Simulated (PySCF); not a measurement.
**Orbital energies and ionisation energy**

Compound: C5H12O2Si.
Geometry (PBE0-D3(BJ)/def2-SVP, Å), atoms numbered from 1 in this order:
```
atom  x, y, z in Å
C1     2.538   -0.522   -0.215
C2     2.177    0.954   -0.122
C3     0.804    1.210    0.506
Si4   -0.640    0.600   -0.501
O5    -0.779   -1.077   -0.472
C6    -2.121   -1.428   -0.201
C7    -2.724   -0.289    0.631
O8    -2.148    0.917    0.172
H9     3.532   -0.662   -0.665
H10    2.554   -0.988    0.784
H11    1.810   -1.088   -0.817
H12    2.948    1.483    0.462
H13    2.210    1.406   -1.130
H14    0.642    2.294    0.652
H15    0.741    0.754    1.509
H16   -0.583    1.154   -1.885
H17   -2.152   -2.388    0.338
H18   -2.680   -1.552   -1.149
H19   -3.820   -0.242    0.524
H20   -2.495   -0.434    1.704
```

Level: CAM-B3LYP/def2-SVPD (PySCF). Frontier orbitals with their largest atomic shares (Löwdin; up to four atoms above 4 %):

| orbital | ε (eV) | main atoms |
| --- | --- | --- |
| HOMO−3 | -10.68 | C2 18 %, C1 11 %, O5 10 %, O8 9 % |
| HOMO−2 | -10.45 | O5 20 %, C6 17 %, O8 17 %, C7 12 % |
| HOMO−1 | -9.41 | O5 33 %, O8 25 %, C6 12 %, C7 10 % |
| HOMO | -9.19 | ? |
| LUMO | 1.31 | Si4 16 %, C7 10 %, C6 9 %, O8 6 % |
| LUMO+1 | 1.46 | C2 12 %, Si4 10 %, C1 10 %, H12 9 % |
| LUMO+2 | 1.70 | Si4 18 %, O8 15 %, H14 10 %, H16 10 % |

Q: What vertical ionisation energy does ΔSCF give, and how far is −ε(HOMO) from it?

A: ΔSCF: 9.91 eV (956 kJ/mol; threshold wavelength 125 nm); ⟨S²⟩ of the doublet left behind is 0.759, against 0.75 for a pure doublet. −ε(HOMO) is 9.19 eV, 0.72 eV below it. For the exact functional −ε(HOMO) would equal the first vertical ionisation energy; CAM-B3LYP (range-separated hybrid) falls short of its own ΔSCF value by 7 %. Holes in the HOMO−1 and HOMO−2 were tried too where these lie within 1.2 eV of the HOMO; the lowest converged state counts.

Q: On which atoms does the HOMO lie?

A: O8 (silyl ether oxygen) 20 %, C3 (sp3 carbon bound to silicon) 18 %, Si4 (oxygen-bound silicon) 15 %, O5 (silyl ether oxygen) 12 %, so no atom holds as much as 40 %. The HOMO−1 lies 0.22 eV lower.

Q: Shift the occupied levels rigidly so that −ε(HOMO) equals the ΔSCF value. What binding energies result?

A: The shift is +0.72 eV: HOMO 9.91, HOMO−1 10.13, HOMO−2 11.17, HOMO−3 11.40 eV. A rigid shift is only a rough guide to the deeper ionisations.

Q: With α = 88.5 au, estimate the like-pair dispersion coefficient by London's formula C6 = (3/4)α²I.

A: I = 0.3641 Eh, so C6 ≈ 2140 au, a rough estimate.

Q: What kinetic energy would electrons from this vertical process carry with Lyman-α light (10.199 eV)?

A: 10.20 − 9.91 = 0.29 eV.

The structure is a single PBE0-D3(BJ)/def2-SVP conformer in the gas phase; no vibrational or solvent corrections.
